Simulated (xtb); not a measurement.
Ti(OH)2(H)2 (H₄O₂Ti), SMILES [TiH2]([OH])[OH], multiplicity 1. All values are semi-empirical tight-binding results from xtb (GFN2-xTB unless named), good for trends rather than for accurate numbers. The structure is a stationary point at GFN2-xTB. The multiplicity is an assumed one; other spin states were not compared. Other conformers were not sampled.

Optimised geometry:

```xyz
7

Ti     0.0000     0.0000    -0.3605
O     -1.4649     0.0000     0.5238
H     -2.2394     0.0000     1.0927
O      1.4649     0.0000     0.5238
H      2.2394     0.0000     1.0927
H      0.0000    -1.3324    -1.3181
H      0.0000     1.3324    -1.3181
```
Charge 0, spin multiplicity 1.

For metal compounds this method's bond lengths and energies can be far off.

Computed properties:
* **point group as xtb finds it**: C2v
* **orbital gap**: 2.94 eV
* **zero-point energy**: 22.0 kcal/mol
* **G − E(el) at 298.15 K (modified RRHO)**: 4.8 kcal/mol

Computed atomic charges and the Wiberg bond orders between heavy atoms:
charges (e) Ti1 0.99, O2 -0.57, H3 0.31, O4 -0.57, H5 0.31, H6 -0.24, H7 -0.24. Bond orders Ti1–O2 1.20, Ti1–O4 1.20.
